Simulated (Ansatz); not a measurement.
Consider the ligand exchange at the Si–C bond: `C=C[SiH2]Cl` + `C=CN[SiH3]` → `C=CN([SiH3])[SiH2]Cl` + ethylene.

Program: Ansatz. Geometries: PBE0-D4/def2-TZVP. ΔE: electronic, gas phase. CCSD(T)/CBS adds triple-zeta CCSD(T) − MP2 to the extrapolated MP2 energy (def2 sets, frozen cores). This one scheme is used for every species. DFT in def2-TZVPP. B3LYP here is the variant with VWN-RPA as its local correlation; programs differ in this. One conformer a species, not always the lowest.

`C=C[SiH2]Cl`:

```xyz
9

C     0.981   -1.163   -0.376
C     0.354   -0.404    0.519
Si   -0.706    1.023    0.012
Cl   -2.648    0.726    0.635
H     0.882   -0.986   -1.444
H     1.618   -1.994   -0.087
H     0.481   -0.627    1.577
H    -0.258    2.293    0.631
H    -0.703    1.132   -1.467
```

`C=CN[SiH3]`:

Cartesian coordinates in Å:
```
C -0.776 -0.638 -1.917
C -0.237 0.069 -0.925
N -0.183 -0.290 0.408
Si 0.716 0.533 1.634
H -1.225 -1.611 -1.752
H -0.783 -0.244 -2.924
H 0.204 1.040 -1.136
H -0.600 -1.184 0.619
H 0.182 0.071 2.940
H 2.179 0.258 1.593
H 0.523 1.995 1.460
```

`C=CN([SiH3])[SiH2]Cl`:

```xyz
14

C    -0.125   -2.197    0.336
C     0.610   -1.086    0.297
N     0.157    0.204   -0.003
Si    1.289    1.541    0.002
Si   -1.529    0.378   -0.363
Cl   -1.842    2.370   -0.753
H     0.343   -3.140    0.582
H    -1.191   -2.220    0.133
H     1.673   -1.148    0.514
H     2.600    0.942    0.356
H     0.921    2.564    1.010
H     1.380    2.185   -1.331
H    -1.912   -0.391   -1.569
H    -2.375   -0.002    0.789
```

`C=C`:

```xyz
6

C    -0.507    0.212   -0.368
C     0.507   -0.212    0.368
H    -1.368    0.701    0.076
H    -0.519    0.089   -1.446
H     1.368   -0.701   -0.076
H     0.519   -0.089    1.446
```

```json
{"level": "PBE-D4", "ΔE (kJ/mol)": "-39.8", "difference from CCSD(T)/CBS": "11.0"}
{"level": "r2SCAN-D4", "ΔE (kJ/mol)": "-43.5", "difference from CCSD(T)/CBS": "7.3"}
{"level": "PBE0-D4", "ΔE (kJ/mol)": "-42.6", "difference from CCSD(T)/CBS": "8.2"}
{"level": "B3LYP-D4", "ΔE (kJ/mol)": "-46.4", "difference from CCSD(T)/CBS": "4.4"}
{"level": "ωB97M-V", "ΔE (kJ/mol)": "-48.5", "difference from CCSD(T)/CBS": "2.3"}
{"level": "B2PLYP", "ΔE (kJ/mol)": "-41.6", "difference from CCSD(T)/CBS": "9.2"}
{"level": "PBE", "ΔE (kJ/mol)": "-31.3", "difference from CCSD(T)/CBS": "19.5"}
{"level": "r2SCAN", "ΔE (kJ/mol)": "-41.3", "difference from CCSD(T)/CBS": "9.5"}
{"level": "PBE0", "ΔE (kJ/mol)": "-35.1", "difference from CCSD(T)/CBS": "15.7"}
{"level": "HF/def2-TZVPP", "ΔE (kJ/mol)": "-36.3", "difference from CCSD(T)/CBS": "14.5"}
{"level": "MP2/def2-TZVPP", "ΔE (kJ/mol)": "-53.4", "difference from CCSD(T)/CBS": "-2.6"}
{"level": "CCSD(T)/def2-TZVPP", "ΔE (kJ/mol)": "-50.9", "difference from CCSD(T)/CBS": "-0.1"}
{"level": "MP2/def2-QZVPP", "ΔE (kJ/mol)": "-53.5", "difference from CCSD(T)/CBS": "-2.7"}
{"level": "SCS-MP2/def2-QZVPP", "ΔE (kJ/mol)": "-50.3", "difference from CCSD(T)/CBS": "0.5"}
{"level": "HF/CBS(def2)", "ΔE (kJ/mol)": "-36.7", "difference from CCSD(T)/CBS": "14.1"}
{"level": "MP2/CBS(def2)", "ΔE (kJ/mol)": "-53.3", "difference from CCSD(T)/CBS": "-2.5"}
{"level": "CCSD(T)/CBS", "ΔE (kJ/mol)": "-50.8", "difference from CCSD(T)/CBS": "0"}
```

Largest T1 diagnostic among the species: 0.012.

In def2-TZVPP, CCSD(T) changes the Hartree–Fock value by −14.6 kJ/mol (the triples alone add −2.2 kJ/mol) and MP2 by −17.2 kJ/mol. The D4 term adds −13.7 kJ/mol with B3LYP and −7.5 kJ/mol with PBE0; it sums over pairs of atoms, weighted by their polarisabilities, and B3LYP, whose exchange is more repulsive, gets the larger term.
